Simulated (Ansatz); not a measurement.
`c1csc(-c2cnc(-c3cnc(-c4cncs4)s3)s2)n1` with charge +1. Charge 1, multiplicity 2. Geometry PBE-D4/def2-SVP, that of the neutral singlet; atoms count from 1.

```xyz
26

C     0.9720   -1.2941    6.3848
C     1.4587   -2.5565    6.0919
S     1.4392   -2.8105    4.3820
C     0.7720   -1.1824    4.1822
C     0.4580   -0.6285    2.8839
C    -0.0682    0.6378    2.6204
N    -0.2825    0.9400    1.3163
C     0.0620   -0.0597    0.5218
C    -0.0508   -0.0329   -0.9130
C     0.2682   -0.9966   -1.8716
N     0.0400   -0.6585   -3.1647
C    -0.4580    0.5658   -3.2580
C    -0.8030    1.2027   -4.5065
C    -1.3327    2.4668   -4.7633
N    -1.5473    2.7729   -6.0752
C    -1.1951    1.7686   -6.8440
S    -0.5716    0.3610   -6.0178
S    -0.6772    1.3879   -1.7109
S     0.6919   -1.4776    1.3781
N     0.5917   -0.5341    5.3182
H     0.8812   -0.8888    7.4033
H     1.8188   -3.3319    6.7785
H    -0.3006    1.3582    3.4168
H     0.6827   -1.9872   -1.6298
H    -1.5753    3.2031   -3.9818
H    -1.2739    1.7743   -7.9419
```

Single mean-field runs in def2-TZVP are fitted with def2-universal-jkfit.

Estimate the Mulliken populations from the PBE0/def2-TZVP orbitals of Ansatz.


```csv
atom,charge (e),spin (α − β)
C1,-0.07,0.00
C2,-0.12,0.16
S3,0.11,0.02
C4,0.10,-0.02
C5,0.15,0.16
C6,-0.08,0.09
N7,-0.18,0.04
C8,0.23,0.04
C9,-0.02,0.10
C10,-0.06,0.14
N11,-0.19,0.01
C12,0.29,0.09
C13,-0.10,0.02
C14,-0.09,0.12
N15,-0.17,-0.02
C16,-0.04,0.11
S17,0.14,-0.02
S18,0.11,-0.04
S19,0.07,-0.02
N20,-0.20,0.07
H21,0.18,0.00
H22,0.20,-0.01
H23,0.20,-0.01
H24,0.18,-0.01
H25,0.17,-0.01
H26,0.20,-0.01
```
Mulliken values depend strongly on the basis.

Where does the spin sit?

Summed by element: C 1.00, S -0.06, N 0.09, H -0.03, of 1 unpaired in all. Largest on single atoms: C5 0.16, C2 0.16, C10 0.14.

And the Mayer bond orders between heavy atoms (over 0.3)?

C1–C2 1.54 (1.38 Å); C1–N20 1.38 (1.36 Å); C2–S3 1.29 (1.73 Å); S3–C4 1.23 (1.77 Å); C4–C5 1.08 (1.45 Å); C4–N20 1.51 (1.32 Å); C5–C6 1.37 (1.40 Å); C5–S19 1.23 (1.74 Å); C6–N7 1.46 (1.36 Å); N7–C8 1.44 (1.32 Å); C8–C9 1.12 (1.44 Å); C8–S19 1.20 (1.77 Å); C9–C10 1.35 (1.40 Å); C9–S18 1.25 (1.75 Å); C10–N11 1.48 (1.36 Å); N11–C12 1.42 (1.32 Å); C12–C13 1.06 (1.44 Å); C12–S18 1.24 (1.77 Å); C13–C14 1.42 (1.39 Å); C13–S17 1.23 (1.75 Å); C14–N15 1.41 (1.36 Å); N15–C16 1.58 (1.31 Å); C16–S17 1.33 (1.75 Å).
